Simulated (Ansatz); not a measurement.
A nudged elastic band was laid between two geometries of Ge2H6 + H2O (11 atoms, charge 0, multiplicity 1).

All numbers below come from Ansatz, RKS PBE0/def2-SVP.

| Property | Result |
| --- | --- |
| movable images | 5 |
| climbing image | yes |
| spring | 5.0 eV/Å² |
| optimiser | quadratic models (default) |
| start path | through a guess of the saddle point |
| force threshold | 0.2 eV/Å |
| iteration limit | 60 |
| end points | relaxed |

Initial state:

```xyz
11
Properties=species:S:1:pos:R:3
Ge 0.432 -0.044 0.033
Ge 0.135 -0.179 2.435
H -0.731 -1.395 2.825
H 1.482 -0.323 3.176
H -0.555 1.086 2.986
H 1.932 -0.187 -0.310
H -0.050 1.315 -0.498
H -0.325 -1.180 -0.672
O -2.604 0.148 0.835
H -2.864 -0.682 1.251
H -2.796 0.810 1.507
```

Final state:

```xyz
11
Properties=species:S:1:pos:R:3
Ge -0.315 0.283 -0.861
Ge -0.399 -0.446 3.428
H -0.996 -0.854 4.784
H 0.987 -1.085 3.249
H -0.295 1.083 3.329
H 0.816 0.582 0.150
H -0.233 1.230 -2.064
H -0.227 -1.193 -1.305
O -1.901 0.627 -0.125
H -2.052 0.109 0.673
H -1.329 -0.965 2.312
```

(1) What changes between the two ends?

(2) Give the energies along the band, and the barrier.

(3) What is the geometry of the highest image?

The band took 23 iterations and about 11 core-minutes.

Answers

(1) Bonds broken: Ge1–Ge2, O9–H11. Bonds formed: Ge1–O9, Ge2–H11. Ge2H6 + H2O becomes GeH4 + GeH4O.

(2) It converged. The highest image is number 3 of 0 to 6, 48.8 kcal/mol above the first end and 42.2 kcal/mol above the last; the last end lies 6.5 kcal/mol above the first. The threshold of 0.2 eV/Å is loose, so the images may lie well off the minimum-energy path. Neighbouring images differ by up to 1.8 eV, so the band resolves the path poorly. The order of the point at the top wasn't checked. The orbitals stay closed-shell, which can raise the energy where a bond breaks towards radicals; this wasn't checked here.

| image | path coordinate (Å) | energy (kcal/mol) | Ge1–Ge2 (Å) | O9–H11 (Å) | Ge1–O9 (Å) |
| --- | --- | --- | --- | --- | --- |
| 0 | 0.00 | 0.0 | 2.42 | 0.96 | 3.15 |
| 1 | 1.61 | 1.2 | 2.42 | 0.96 | 3.18 |
| 2 | 3.22 | 7.5 | 2.48 | 0.97 | 2.77 |
| 3 | 4.83 | 48.8 | 3.14 | 1.08 | 2.01 |
| 4 | 6.46 | 7.5 | 4.04 | 2.38 | 1.79 |
| 5 | 8.08 | 6.6 | 4.70 | 2.82 | 1.78 |
| 6 | 9.71 | 6.5 | 4.35 | 2.97 | 1.78 |

(3) 
```xyz
11
Properties=species:S:1:pos:R:3
Ge -0.235 0.101 -0.244
Ge -0.235 0.082 2.899
H -1.071 -0.036 4.209
H 0.819 -1.057 3.018
H 0.595 1.381 3.077
H 1.161 -0.042 0.387
H -0.504 1.525 -0.728
H -0.370 -0.965 -1.347
O -2.078 -0.265 0.470
H -2.347 -1.193 0.362
H -1.680 -0.159 1.465
```

The run took 3 min on 4 threads of Arm Neoverse V2, on a shared host, peak memory 0.33 GiB.
